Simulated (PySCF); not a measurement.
C₃H₉Hf, SMILES [CH3][Hf]([CH3])[CH3] (connectivity only; charge and spin as stated), neutral, multiplicity 2. Geometry: PBE0-D3(BJ)/def2-SVP. The spin state was assumed, not searched. The def2 effective core potentials stand for the cores of Hf; spin–orbit coupling is left out.

Computed with PBE0-D3(BJ)/def2-SVP in PySCF.

Harmonic wavenumbers (cm⁻¹): 82, 99, 99, 105, 126, 126, 339, 345, 345, 386, 453, 453, 522, 550, 550, 1153, 1153, 1156, 1385, 1389, 1389, 1394, 1394, 1396, 2985, 2985, 2988, 3087, 3087, 3090, 3122, 3125, 3125. Rotational constants (GHz): 3.917, 3.917, 2.180; symmetry number 3.

Q: Work out the zero-point energy and the ideal-gas rigid-rotor harmonic-oscillator thermochemistry at 298.15 K and 1 atm.

A: ZPE = ½ Σ hcν = ½ × 43982 cm⁻¹ = 263.07 kJ/mol. H − E(el) = 291.33 kJ/mol. Entropy in J/(mol K): translation 176.22, rotation 102.44, vibration 118.33, spin 5.76, total 402.75. G − E(el) = 171.25 kJ/mol. Cp = 139.89 J/(mol K). Modes under 150 cm⁻¹ make the vibrational entropy uncertain.
